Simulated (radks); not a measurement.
Results of a calculation; reference values are marked as such.
Q: Neutral promethium, 61 electrons, occupied as [Xe] 4f5 6s2. Level of theory: scalar-relativistic Kohn-Sham, PW91, spin-unpolarised, spherical densities, finite nucleus; Fermi nuclear charge, rms radius 4.962 fm (a radial shooting solver on a logarithmic mesh with Libxc functionals). Some entries of the table are withheld. Estimate them.

orbital  occ.  eigenvalue (eV)  <r^2> (bohr^2)  <r> (bohr)
1s          2        -45022.34       0.0007317     0.02318
2s          2        -7320.371         0.01156     0.09896
2p          6        -6538.161        0.009260     0.08710
3s          2        -1596.291         0.07755      0.2605
3p          6        -1350.621         0.07760      0.2588
3d         10              (1)             (2)      0.2362
4s          2        -317.3444          0.3966      0.5929
4p          6        -236.7147             (3)      0.6277
4d         10        -122.7975          0.5498      0.6882
5s          2         -41.9166           2.334         (4)
5p          6         -22.7111           3.265       1.694
6s          2              (5)           21.70       4.368
4f          5          -2.2091           1.630         (6)

A: 
(1) 3d eigenvalue (eV): -1013.646
(2) 3d <r^2> (bohr^2): 0.06566
(3) 4p <r^2> (bohr^2): 0.4481
(4) 5s <r> (bohr): 1.440
(5) 6s eigenvalue (eV): -3.5772
(6) 4f <r> (bohr): 1.068
